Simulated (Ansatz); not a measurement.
Wavefunction ladder for C₂H₇BOSi (`CC1B[SiH2]O1`)

Cartesian coordinates in Å:
```
C -1.463 0.532 0.624
C -0.351 0.396 -0.403
B 0.093 -1.084 -0.736
Si 1.844 -0.405 -0.038
O 0.892 0.970 0.109
H -1.252 -0.054 1.522
H -2.414 0.194 0.205
H -1.560 1.578 0.924
H -0.639 0.943 -1.315
H -0.546 -1.978 -1.194
H 2.397 -0.873 1.265
H 2.999 -0.219 -0.964
```

Charge 0, multiplicity 1. Geometry: relaxed with PBE0-D4/def2-TZVP. Frozen core, restricted reference, Ansatz 0.2.0. CBS rows extrapolate triple and quadruple zeta; past MP2 they add the triple-zeta difference.

| basis | HF (Eh) | MP2 corr. | CCSD corr. | (T) | CCSD(T) total |
| --- | --- | --- | --- | --- | --- |
| def2-SVP | -468.03182 | -0.63477 | -0.69244 | -0.02054 | -468.74480 |
| def2-TZVPP | ? | -0.78940 | -0.83809 | -0.03342 | ? |
| def2-QZVPP | ? | ? | – | – | – |
| CBS(def2) | ? | -0.88670 | -0.93539 | as TZ | ? |

(1) Fill in the withheld values. (An estimate is asked.)

## Answers

(1) The calculation gave: def2-TZVPP HF (Eh): -468.34626; def2-TZVPP CCSD(T) total: -469.21777; def2-QZVPP HF (Eh): -468.36374; def2-QZVPP MP2 corr.: -0.84529; CBS(def2) HF (Eh): -468.36615; CBS(def2) CCSD(T) total: -469.33496.
